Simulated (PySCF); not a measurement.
GeH3, SMILES [GeH3+], charge +1. Heavy atoms are numbered as in [GeH3+:1]. Hydrogens are named by the atom that carries them.

The structure is a stationary point at B3LYP-D3(BJ)/def2-TZVPD.

The numbers are results of HF/pcSseg-2 in PySCF, not measurements.

GIAO shieldings, no solvent; atoms alike by connectivity are averaged. δ = σ(ref) − σ: ⁷³Ge against GeH4 (σ = 1766.1 ppm); ¹H against TMS (σ = 31.98 ppm), references at their B3LYP-D3(BJ)/def2-TZVP geometries, non-relativistic.

| nucleus | atoms | count | δ (ppm) |
|---|---|---|---|
| ⁷³Ge | Ge1 (GeH3) | 1 | 830.9 |
| ¹H | H on Ge1 | 3 | 8.59 |
